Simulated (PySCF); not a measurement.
C4H11NSi.
Cartesian coordinates in Å at the GFN2-xTB level; atoms count from 1:
```
atom  x, y, z in Å
Si1    2.3590    0.0818    0.1048
N2     0.6546    0.0413   -0.0189
C3    -0.2298    1.1362    0.3040
C4    -1.5406    0.7370   -0.3651
C5    -1.5931   -0.7625   -0.0747
C6    -0.1168   -1.1872   -0.0851
H7     2.7460    1.4394   -0.2760
H8     2.8555   -0.9381   -0.8209
H9     2.8887   -0.2119    1.4505
H10   -0.3777    1.2321    1.3909
H11    0.1809    2.0744   -0.0703
H12   -1.4729    0.9117   -1.4392
H13   -2.3999    1.2755    0.0298
H14   -2.1830   -1.3101   -0.8074
H15   -2.0259   -0.9333    0.9119
H16    0.1037   -1.8515    0.7591
H17    0.1444   -1.7227   -1.0035
```

The closed-shell ground state was solved at several levels (PySCF, density fitting, gas phase, non-relativistic).

```json
{"level": "PBE0/def2-SVPD", "basis functions": "212", "total energy (Eh)": "-502.6815", "HOMO (eV)": "-6.12", "LUMO (eV)": "0.47", "gap (eV)": "6.59", "dipole (D)": "1.17"}
{"level": "PBE0/pcSseg-1", "basis functions": "164", "total energy (Eh)": "-502.8722", "HOMO (eV)": "-6.10", "LUMO (eV)": "0.83", "gap (eV)": "6.93", "dipole (D)": "1.17"}
```

Question: What might CAM-B3LYP/def2-SVPD (212 basis functions) give for the same quantities?

Answer: Total energy -502.9424 Eh, HOMO -7.48 eV, LUMO 1.20 eV, gap 8.68 eV, dipole 1.14 D.

Question: Over all these levels, which gives the widest orbital gap and which the narrowest?

Answer: CAM-B3LYP/def2-SVPD (range-separated hybrid) has the widest, 8.68 eV, and PBE0/def2-SVPD (global hybrid, 25 % exact exchange) the narrowest, 6.59 eV. The two share the basis. From the narrowest to the widest the HOMO moves by -1.36 eV and the LUMO by +0.73 eV.

Question: How far do the dipole and the HOMO energy spread over the levels?

Answer: The dipole runs from 1.14 to 1.17 D (mean 1.16 D) and the HOMO from -7.48 to -6.10 eV.

One conformer stands for the species.
